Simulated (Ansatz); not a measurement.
# Insertion of a divalent centre (a silylene, a carbene or their kin)

Start structure (SiH2Cl2O, singlet), relaxed at PBE0-D4/def2-TZVP:

Si1  (0.191, -1.305, 0.030)
Cl2  (1.475, -0.402, -1.429)
Cl3  (-1.724, -0.856, -0.822)
H4  (-0.780, 0.894, 0.767)
O5  (0.106, 0.560, 0.975)
H6  (0.732, 1.109, 0.478)
(Å)

The step: SiCl₂ + H₂O → SiH₂Cl₂O ([OH][SiH]([Cl])[Cl]); bonds formed: Si1–H4; dative contacts that become bonds: Si1–O5; bonds broken: H4–O5. Computed with Ansatz 0.2.0 (basis: def2-TZVPP and def2-QZVPP); correlated methods freeze the cores. Extrapolation: Hartree–Fock as exp(−7.88 √X), correlation as X^−2.97. Energies below are by CCSD(T) at an estimated basis limit (MP2 extrapolated from triple and quadruple zeta, plus CCSD(T) − MP2 in triple zeta).

**Question.** What are the electronic barrier and the energy of the step, from the start structure to the end structure? (Judge from chemistry; the value comes from the calculation.)

**Answer.** The calculation gives: Barrier 1.389 eV; step energy -2.128 eV (downhill); reverse barrier, their difference, 3.517 eV. Barrier and step energy count from the start structure, the reverse barrier from the end structure.

The saddle point: One imaginary mode of 1524i cm⁻¹.
| pair | start (Å) | saddle (Å) | end (Å) |
| --- | --- | --- | --- |
| Si1–H4 | 2.51 | 1.63 | 1.47 |
| Si1–O5 | 2.09 | 1.83 | 1.62 |
| H4–O5 | 0.97 | 1.28 | 2.49 |

Zero-point energy (harmonic, PBE0-D4): ZPE is 0.763 eV at the start and 0.621 eV at the saddle, so the barrier goes from 1.389 to 1.247 eV.

First-order rate constant out of the start structure at 498 K by transition-state theory, with harmonic vibrational free energies alone and no tunnelling: ΔA‡ = 1.313 eV, so k = (kB T/h) exp(−ΔA‡/kB T) ≈ 10^0 s⁻¹ (an order of magnitude at best: rotation, the number of equivalent paths and anharmonicity are left out).

T1 diagnostic: at most 0.014. The restricted Hartree–Fock reference is unstable towards an unrestricted one at one or more of these structures.

Losses and insertions of silylenes and their heavier kin drive the gas-phase chemistry of silicon and germanium vapour deposition.

Labels in which every atom is bracketed show which atoms are joined, not bond orders.

For scale, one of the runs: CCSD(T)/def2-TZVPP, 185 basis functions, launched by `ansatz run in.yaml --threads 2 --pin off --events-out ev --progress --plain --max-ram 4352MiB`. Hardware: 2 CPU threads of an Arm Neoverse V2, shared host. Wall time 41 s; peak host memory 1.7 GiB.
